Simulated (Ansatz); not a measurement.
A CCSD(T) single point on C2H4AlBrO (`[Br][Al]1[CH2]O[CH2]1`).

```yaml
crystal:
  periodic: [false, false, false]
  atoms:
    - {symbol: Br, position_ang: [-2.533553, -0.663209, -2.150324]}
    - {symbol: Al, position_ang: [-0.844335, -0.225449, -0.723005]}
    - {symbol: C, position_ang: [0.922586, 0.606946, -0.621360]}
    - {symbol: O, position_ang: [0.923855, 0.229285, 0.768931]}
    - {symbol: C, position_ang: [-0.287510, -0.458006, 1.137395]}
    - {symbol: H, position_ang: [1.766612, 0.144646, -1.144161]}
    - {symbol: H, position_ang: [1.012358, 1.693727, -0.722887]}
    - {symbol: H, position_ang: [-0.059414, -1.462351, 1.509800]}
    - {symbol: H, position_ang: [-0.811998, 0.088210, 1.928611]}
basis:
  gaussian: {orbitals: def2-SVP}
correlation: {method: ccsd_t}
```

```sh
$ ansatz run in.yaml --threads 4 --pin off --events-out ev --progress --plain
```

The program prints (abridged):

```
Functional definition: HF
1098 factors; integrals over basis functions are off by at most 1.1e-3 eV
mean field evaluation 1: about -80727.4969 eV, gradient 2.8e1 eV
mean field evaluation 2: about -80727.5810 eV, gradient 2.8e1 eV
mean field evaluation 4: about -80729.7033 eV, gradient 4.0e0 eV
mean field evaluation 8: about -80729.7516 eV, gradient 3.9e-4 eV
mean field -80729.75161406 eV, -2966.7636512257 hartree, gradient 8.6e-6 eV, S^2 0.000000; 0 other end points of the search recorded, 0 dependent functions left out
17 core orbitals not correlated: weight in the atoms' cores, before any rotation towards them, 0.999 or more for the frozen orbitals, at most 0.001 for the correlated occupied ones
reference -80729.75161406 eV, -2966.7636512257 hartree; 19, 19 occupied and 76, 76 virtual orbitals, 1098 factors
second order -20.18779064 eV of doubles, -0.00000000 eV of singles
cycle   1  -20.51469869 eV  change   -3.3e-1 eV  update   9.9e-2
cycle   2  -20.98866331 eV  change   -4.7e-1 eV  update   3.0e-2
cycle   3  -21.10123789 eV  change   -1.1e-1 eV  update   1.7e-2
cycle   4  -21.09431523 eV  change    6.9e-3 eV  update   4.5e-3
cycle   5  -21.09213527 eV  change    2.2e-3 eV  update   2.3e-3
cycle   6  -21.09286788 eV  change   -7.3e-4 eV  update   8.1e-4
cycle   7  -21.09239844 eV  change    4.7e-4 eV  update   3.1e-4
cycle   8  -21.09229967 eV  change    9.9e-5 eV  update   1.3e-4
cycle   9  -21.09237410 eV  change   -7.4e-5 eV  update   5.0e-5
cycle  10  -21.09237463 eV  change   -5.3e-7 eV  update   2.2e-5
perturbative correction -0.60054611 eV, -0.0220696623 hartree
Total energy: -80751.44453480 eV, -2967.5608513588 hartree
```

It took 3.6 s on 4 threads of a server CPU on a shared host, with 0.57 GiB of host memory at the peak.

Correlation energy per correlated electron: -0.571 eV. T1 diagnostic: 0.0109.
